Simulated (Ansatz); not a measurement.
Species: difluorosilane, sum formula SiH2F2, net charge 0, singlet state. SMILES: F[SiH2]F
Geometry from a B3LYP-D3(BJ)/def2-TZVP (Ansatz, an electronic-structure program) optimisation:
```xyz
5

Si     0.2322    -0.1423     0.3567
F     -0.9008    -0.9574    -0.4083
F      0.3968     1.2663    -0.3659
H      1.4982    -0.8787     0.2366
H     -0.2130     0.0912     1.7376
```
Charge 0, spin multiplicity 1.

Parts of the frozen-core correlation energy in STO-3G (Ansatz, hartree). Frozen orbitals: 7; correlated occupied orbitals by spin: 10 and 10; virtual: 4 and 4. Spin-orbit coupling is left out. Non-relativistic.

```json
[
 {"term": "reference (HF)", "value": "-482.86905"},
 {"term": "MP2 opposite-spin", "value": "[?]"},
 {"term": "MP2 same-spin", "value": "-0.00809"},
 {"term": "CCSD correlation", "value": "[?]"},
 {"term": "(T)", "value": "[?]"},
 {"term": "FCI minus CCSD(T)", "value": "-0.00067"},
 {"term": "T1 diagnostic", "value": "0.010"},
 {"term": "largest doubles amplitude", "value": "0.051"}
]
```

Problem. Some entries are withheld; supply them.

Solution. 
- MP2 opposite-spin, value: -0.05764
- CCSD correlation, value: -0.08576
- (T), value: -0.00340
